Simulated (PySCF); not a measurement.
## Boron: a sound run and one with changed settings

Sound run: B²⁺ [He] 2s1, B³⁺ 1s2. Computed with PySCF 2.14 in aug-cc-pVDZ (4s3p2d, 23 functions), with the non-relativistic Hamiltonian (point nucleus). The sound run starts from symmetry-adapted Hartree-Fock orbitals and uses a fine grid where one is needed.

Changed run: radial step 1.2 in ln r (0.13 in the sound run). This setting is unsound on purpose.

```csv
species,method,sound run (hartree),changed run (hartree),converged
B²⁺,UHF,-23.37168,-23.37168,yes
B²⁺,PBE0,-23.39357,-23.48135,yes
B²⁺,r2SCAN,-23.41931,-23.54151,yes
B³⁺,UHF,-21.98543,-21.98543,yes
B³⁺,PBE0,-21.99328,-22.02089,yes
B³⁺,r2SCAN,-22.03212,-22.03713,yes
```

Ionisation energy of B²⁺:

```json
{"method": "UHF", "sound run (eV)": "37.722", "changed run (eV)": "37.722"}
{"method": "PBE0", "sound run (eV)": "38.104", "changed run (eV)": "39.741"}
{"method": "r2SCAN", "sound run (eV)": "37.747", "changed run (eV)": "40.936"}
```

A coarse radial grid mis-integrates the density and the exchange-correlation energy, with errors of either sign; Hartree-Fock needs no grid.

For comparison, NIST gives 37.931 eV between the lowest levels.
